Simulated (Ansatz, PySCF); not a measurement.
Cl2GeH4Si, SMILES Cl[SiH](Cl)[GeH3]. Atoms are numbered in the order given.

```xyz
8

Si     0.6649    -0.0649     0.4378
Cl     1.2562     1.8359    -0.1046
Cl     1.4878    -1.4266    -0.8758
Ge    -1.6782    -0.1846     0.2405
H      1.2148    -0.3445     1.7859
H     -2.1652    -1.5952     0.6005
H     -2.3379     0.8398     1.1744
H     -2.0466     0.1320    -1.2139
```
Charge 0, spin multiplicity 1.

Geometry optimised at ωB97X-D3(BJ)/def2-SVP. The structure was generated by enumeration, and PubChem lists no compound with its InChIKey, so it may never have been made.

Two levels are set side by side: PBE-D3(BJ)/def2-SVP (Ansatz, a quantum-chemistry and plane-wave program) and ωB97X-D3(BJ)/def2-SVP (PySCF). Each level has its own optimised geometry; the coordinates shown are those of the second. Frequencies come from the Hessian of PySCF at each geometry. Differences are taken from unrounded values.

```json
[
 {"quantity": "mean bond length (Å)", "ωB97X-D3(BJ)": "1.795"},
 {"quantity": "bond Si1–Cl2 (Å)", "ωB97X-D3(BJ)": "2.063"},
 {"quantity": "bond Si1–Cl3 (Å)", "ωB97X-D3(BJ)": "2.063"},
 {"quantity": "bond Si1–Ge4 (Å)", "ωB97X-D3(BJ)": "2.354"},
 {"quantity": "bond Si1–H5 (Å)", "ωB97X-D3(BJ)": "1.482"},
 {"quantity": "bond Ge4–H6 (Å)", "ωB97X-D3(BJ)": "1.535"},
 {"quantity": "bond Ge4–H7 (Å)", "ωB97X-D3(BJ)": "1.535"},
 {"quantity": "bond Ge4–H8 (Å)", "ωB97X-D3(BJ)": "1.533"},
 {"quantity": "highest harmonic wavenumber (cm⁻¹)", "ωB97X-D3(BJ)": "2292"},
 {"quantity": "mean harmonic wavenumber (cm⁻¹)", "ωB97X-D3(BJ)": "895"},
 {"quantity": "zero-point energy (kcal/mol)", "ωB97X-D3(BJ)": "23.03"}
]
```

### Question
What does PBE-D3(BJ) give, and how far is it from ωB97X-D3(BJ)? (An estimate is asked for; the answer gives what the named calculation found.)

### Answer

| quantity | PBE-D3(BJ) | PBE-D3(BJ) minus ωB97X-D3(BJ) |
|---|---|---|
| mean bond length (Å) | 1.814 | 0.019 |
| bond Si1–Cl2 (Å) | 2.083 | 0.020 |
| bond Si1–Cl3 (Å) | 2.083 | 0.020 |
| bond Si1–Ge4 (Å) | 2.386 | 0.031 |
| bond Si1–H5 (Å) | 1.500 | 0.017 |
| bond Ge4–H6 (Å) | 1.550 | 0.015 |
| bond Ge4–H7 (Å) | 1.550 | 0.015 |
| bond Ge4–H8 (Å) | 1.548 | 0.015 |
| highest harmonic wavenumber (cm⁻¹) | 2176 | -116 |
| mean harmonic wavenumber (cm⁻¹) | 845 | -50 |
| zero-point energy (kcal/mol) | 21.75 | -1.28 |

GGA bonds tend to be longer and softer than those of functionals with exact exchange. Differences between two approximate levels are no errors against the true value.
